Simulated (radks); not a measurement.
The mean radii <r> (bohr) of the occupied orbitals of an atom or ion are listed with their occupations. All-electron calculation, scalar-relativistic Kohn-Sham, PBE, spin-unpolarised, spherical densities, finite nucleus; Fermi nuclear charge, rms radius of each element as measured or else 0.836 A^(1/3) + 0.57 fm. Program: a radial shooting solver on a logarithmic mesh with Libxc functionals.

| orbital | occ. | <r> |
|---|---|---|
| 1s | 2 | 0.01804 |
| 2s | 2 | 0.07622 |
| 2p | 6 | 0.06834 |
| 3s | 2 | 0.1974 |
| 3p | 6 | 0.1979 |
| 3d | 10 | 0.1792 |
| 4s | 2 | 0.4406 |
| 4p | 6 | 0.4686 |
| 4d | 10 | 0.4999 |
| 5s | 2 | 1.030 |
| 5p | 5 | 1.193 |
| 4f | 14 | 0.5780 |
| 5d | 5 | 1.741 |
| 6s | 2 | 2.750 |

Name the element and its charge.

Answer. Z = 75, rhenium, charge +1: Re+ in [Kr] 4d10 4f14 5s2 5p5 5d5 6s2. The 1s radius gives Z: for a bare nucleus <r> = (2 gamma + 1)/(2Z) with gamma = sqrt(1 - (Z/c)^2), 0.01783 bohr for Z = 75, and screening makes it slightly larger (0.01804 here). The occupations add up to 74, and the charge is Z minus that.
